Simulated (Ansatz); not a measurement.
Relaxation of BClGeH5NO (10 atoms, charge 0, multiplicity 1), to a largest force component of 0.015 eV/Å in at most 40 steps.

All numbers below come from Ansatz 0.2.0, RHF/def2-SVP.

```xyz
10
Properties=species:S:1:pos:R:3:forces:R:3
N -0.701 1.557 0.652 -1.73 -0.08 -1.48
B -0.791 0.078 0.616 -0.68 -0.31 -1.76
Cl -0.837 -0.866 2.187 0.03 0.60 -1.39
O -0.828 -0.615 -0.662 -0.71 1.61 3.93
Ge 0.786 -0.948 -1.198 2.38 -0.87 -0.55
H 0.166 1.913 0.258 -0.33 -0.21 0.29
H -1.471 1.948 0.016 1.84 -0.93 1.46
H 0.805 -1.665 -2.548 -0.24 0.02 0.08
H 1.510 -1.810 -0.090 -0.38 0.40 -0.60
H 1.548 0.402 -1.323 -0.19 -0.24 0.01
```

Where does it end, and by what steps?

It converged. The force dipped under the threshold on the way, but the program's further checks kept it going. After 21 steps the energy has fallen by 1.801 eV; H6 moved furthest, 2.08 Å.

| step | energy less start (eV) | largest force component (eV/Å) | accepted |
| --- | --- | --- | --- |
| 0 | 0.0000 | 3.933 | yes |
| 1 | -0.5336 | 1.995 | yes |
| 2 | -0.7229 | 0.864 | yes |
| 3 | -0.8552 | 1.156 | yes |
| 4 | -0.9992 | 1.170 | yes |
| 5 | -1.1495 | 1.121 | yes |
| 6 | -1.3105 | 0.938 | yes |
| 7 | -1.4534 | 0.713 | yes |
| 8 | -1.5708 | 0.443 | yes |
| 9 | -1.6507 | 0.283 | yes |
| 10 | -1.7034 | 0.255 | yes |
| 11 | -1.7276 | 0.664 | yes |
| 12 | -1.7151 | 0.965 | no |
| 13 | -1.7595 | 0.257 | yes |
| 14 | -1.7748 | 0.101 | yes |
| 15 | -1.7871 | 0.133 | yes |
| 16 | -1.7907 | 0.271 | yes |
| 17 | -1.7934 | 0.298 | yes |
| 18 | -1.7995 | 0.134 | yes |
| 19 | -1.8006 | 0.057 | yes |
| 20 | -1.8009 | 0.005 | yes |
| 21 | -1.8010 | 0.009 | yes |

```xyz
10
Properties=species:S:1:pos:R:3
N -1.319 1.569 0.625
B -0.362 0.570 0.448
Cl 0.603 0.053 1.900
O -0.133 -0.012 -0.736
Ge 0.985 -1.280 -1.298
H -1.498 2.011 1.501
H -1.876 1.891 -0.138
H 0.679 -1.431 -2.786
H 0.689 -2.571 -0.536
H 2.420 -0.806 -1.072
```

Run time: 24 s on 2 threads of AMD EPYC 9R45 96-Core Processor (Zen 5), with other jobs on the host, peak memory 0.3 GiB.
